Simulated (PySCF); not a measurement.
# InBi: one state, many levels of theory

State: ³Σ⁻ (triplet), unpaired electrons π ↑↑. Set-up: PySCF, scalar-relativistic core potentials, basis sets In cc-pVDZ-PP with ECP28, Bi cc-pVDZ-PP with ECP60. De refers to In + Bi in their high-spin ground configurations, without counterpoise correction. The functionals are run spin-unrestricted. A positive dipole means In(−)Bi(+).

```json
{"Level": "UHF", "Re (Å)": "3.086", "ωe (cm⁻¹)": "111", "De (eV)": "0.441", "μ (D)": "-2.03"}
{"Level": "UHF-MP2", "Re (Å)": "3.032", "ωe (cm⁻¹)": "132", "De (eV)": "1.11", "μ (D)": "n/a"}
{"Level": "UHF-SCS-MP2", "Re (Å)": "3.050", "ωe (cm⁻¹)": "130", "De (eV)": "1.06", "μ (D)": "n/a"}
{"Level": "UHF-CCSD", "Re (Å)": "3.065", "ωe (cm⁻¹)": "120", "De (eV)": "1.08", "μ (D)": "n/a"}
{"Level": "UHF-CCSD(T)", "Re (Å)": "3.067", "ωe (cm⁻¹)": "120", "De (eV)": "1.15", "μ (D)": "n/a"}
{"Level": "PBE", "Re (Å)": "3.057", "ωe (cm⁻¹)": "121", "De (eV)": "1.74", "μ (D)": "-1.43"}
{"Level": "TPSS", "Re (Å)": "3.049", "ωe (cm⁻¹)": "122", "De (eV)": "1.70", "μ (D)": "-1.51"}
{"Level": "r²SCAN", "Re (Å)": "3.033", "ωe (cm⁻¹)": "124", "De (eV)": "1.54", "μ (D)": "-1.51"}
{"Level": "PBE0", "Re (Å)": "3.026", "ωe (cm⁻¹)": "126", "De (eV)": "1.57", "μ (D)": "-1.61"}
{"Level": "r²SCAN0", "Re (Å)": "3.014", "ωe (cm⁻¹)": "127", "De (eV)": "1.46", "μ (D)": "-1.64"}
{"Level": "M06", "Re (Å)": "3.052", "ωe (cm⁻¹)": "125", "De (eV)": "2.16", "μ (D)": "-1.26"}
```

The bond length runs from 3.014 Å (r²SCAN0) to 3.086 Å (UHF). De spans 0.44 eV (UHF, mean field) to 2.16 eV (M06, hybrid meta-GGA). Correlation at CCSD(T) changes the Hartree–Fock bond energy by +0.71 eV; the triples alone change it by +0.07 eV.

Correlated steps freeze 8 core orbitals. Correlated levels converge slowly with the basis: in double zeta they bind strong bonds too weakly, by up to about 1 eV, and carry superposition errors of some tenths. Spin–orbit coupling is left out, which matters for elements this heavy, above all for dissociation energies. The state is the lowest determinant that a PBE0 search found; another state may lie lower at other levels.
